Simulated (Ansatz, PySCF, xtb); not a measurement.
Noncovalent pair: aminoborane (SMILES BN) (first 6 atoms) with HF (SMILES F); geometry from B3LYP-D3(BJ)/def2-TZVP.
(charge 0, multiplicity 1):
```xyz
8

B      0.906    -0.126     0.061
N     -0.143     0.579     0.665
H      0.663    -0.824    -0.871
H      1.999    -0.026     0.521
H      0.012     1.277     1.378
H     -1.065     0.633     0.257
F     -0.986    -1.360     2.587
H     -0.646    -0.783     1.930
```

Counterpoise-corrected where a basis set is named; no monomer relaxation.

Codes used: Ansatz (Gaussian basis) for Hartree–Fock, density functionals and correlated methods; PySCF for the dispersion terms; xtb for the GFN methods. Values without a source in brackets are computed.

One of these levels gives -28.4 kJ/mol for the interaction energy. Name it.
(A) BLYP/def2-TZVPPD
(B) PBE-D4/def2-TZVPPD
(C) BLYP-D4/def2-TZVPPD
(D) GFN1-xTB

D, GFN1-xTB. The others give -25.3 (PBE-D4/def2-TZVPPD), -17.7 (BLYP/def2-TZVPPD), -22.5 (BLYP-D4/def2-TZVPPD)

Ansatz is a first-principles code.
